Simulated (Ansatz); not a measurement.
## Abstraction of H: SbH(CH3)2 + C2H2FSn → SbH(CH2)(CH3) + C2H3FSn

Species: SbH(CH3)2, singlet; C2H2FSn `C#[C][SnH][F]`, doublet; SbH(CH2)(CH3), doublet; C2H3FSn `C#[C][SnH2][F]`, singlet. A radical takes H: the energy is the difference in strength between the C–H bond broken and the Sn–H bond made.

Shapes, held fixed at every level: PBE0-D4/def2-TZVP. Flexible molecules stand in one conformer, not always the lowest. Programs: Ansatz 0.2.0. The zero-point and thermal change to 298 K, harmonic and unscaled (PBE0-D4/def2-TZVP), is -14.5 kJ/mol.

```tsv
level	kind	ΔH(298 K) (kJ/mol)	less CCSD(T)/def2-TZVPP
MP2/def2-SVP	perturbation theory	+115.4	+11.9
MP2/def2-TZVPP	perturbation theory	+114.5	+11.0
HF/def2-SVP	Hartree–Fock	+78.9	-24.6
r2SCAN-D4/def2-TZVPP	meta-GGA	+108.1	+4.6
B3LYP-D4/def2-TZVPP	global hybrid	+114.5	+11.0
B2PLYP/def2-TZVPP	double hybrid	+112.1	+8.6
CCSD(T)/def2-SVP	coupled cluster or CI	+107.1	+3.6
CCSD(T)/def2-TZVPP	coupled cluster or CI	+103.5	0.0
```

The highest level, CCSD(T)/def2-TZVPP, gives ΔH(298 K) = +103.5 kJ/mol; the levels span +78.9 to +115.4. The column of differences is taken from that level and isn't an error. No measured value is set beside it here. Open shells run unrestricted. For atoms past krypton def2 sets carry core potentials with scalar relativity. Outer-core shells of Sb, Sn are correlated in most correlated rows, in sets that cover them unevenly.
